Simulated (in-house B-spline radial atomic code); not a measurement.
## RPA and G0W0 on BLYP: He II (He+)

Configuration 1s1, highest spin, mean-field start BLYP. Computed with a B-spline radial code for spherical atoms: all electrons, non-relativistic, point nucleus, each spin shell either full or empty, empty states to l = 9 with an (l + 1/2)⁻⁴ tail; G0W0 by contour deformation at full frequency.

With one electron the exact correlation energy is zero, so what RPA and GW give is self-correlation.

Command:
```bash
python run_gw.py task.json out
```
Settings (radii: box in bohr, nucleus in fm):
```
Z                        2
electrons                1
configuration            1s1
hamiltonian              nr
method                   b88,lyp
lmax                     9
spin_polarised           True
box_radius               23.78
intervals                42
ion_configuration        bare nucleus
```

Run time, properties included: 0.4 s on 1 thread of Arm Neoverse N1, with other jobs on the host.

Energies (hartree):

```csv
term,value
mean-field total,-1.99513
Hartree-Fock functional on these orbitals,-1.99934
direct second order,-0.023478
second-order exchange,0.023478
SOSEX correction,0.022076
```

(1) What is the RPA correlation energy, and what remains with SOSEX?

Quasi-particle levels (eV):

```csv
level,occupied,mean field,Σx - vxc,Σc,QP weight,G0W0
1s up,yes,-41.89,-12.51,?,?,?
1s down,no,-22.442,0.00,-1.86,0.980,-24.303
```

G0W0 = mean field + (Σx - vxc) + Σc, with Σc (partial-wave tail included) taken at the quasi-particle energy.

(2) Where does G0W0 put 1s up?

(3) What does it cost to remove one electron (to the bare nucleus) by differences of total energies, each species on its own start (correlation terms add to the Hartree-Fock functional)?

## Answers

(1) RPA gives -0.022076 hartree (-0.601 eV per electron); RPA + SOSEX gives 0, and the second-order doubles 0 hartree (no singles). SOSEX takes back 100 % of the RPA value.

(2) At -53.76 eV, with Σc = 0.64 eV and a quasi-particle weight of 0.953. The tabulated removal energy is 54.418 eV (NIST, tabulated theory).

(3) BLYP 54.29 eV, Hartree-Fock functional 54.40 eV, + RPA 55.01 eV, + RPA + SOSEX 54.40 eV, + second order 54.40 eV. Tabulated: 54.418 eV (NIST, tabulated theory).
